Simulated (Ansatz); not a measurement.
Mulliken charges of B₂H₅NOSi, SMILES `O[SiH]1BNB1` from B3LYP/def2-TZVPP in Ansatz (PBE0-D4/def2-TZVP geometry).

```tsv
atom	x (Å)	y (Å)	z (Å)	charge (e)
O1	-0.562	0.712	2.225	-0.422
Si2	0.277	0.386	0.839	0.312
B3	0.111	-1.317	-0.220	-0.049
N4	0.057	-0.567	-1.438	-0.084
B5	-0.391	0.729	-1.030	-0.058
H6	-0.097	1.186	2.914	0.184
H7	1.701	0.803	0.999	-0.106
H8	-0.043	-2.501	-0.170	0.037
H9	0.044	-0.943	-2.378	0.148
H10	-1.015	1.462	-1.739	0.037
```

**Question.** By hand: the dipole of these point charges (1 e Å = 4.8032 D).

**Answer.** Σ q r = (0.105, -0.155, -0.478) e Å, of length 0.513 e Å = 2.46 D.

**Question.** How does the dipole of the full density compare? (Estimate.)

**Answer.** Computed: (0.168, -0.001, -0.179) e Å, 1.18 D; the point charges give 2.08 times that, at 35° from its direction.

Point charges leave out the atoms' own dipoles, such as those of lone pairs, and Mulliken's split depends on the basis, so the two needn't agree.

B3LYP here is the variant with VWN-RPA as its local correlation; programs differ in this.
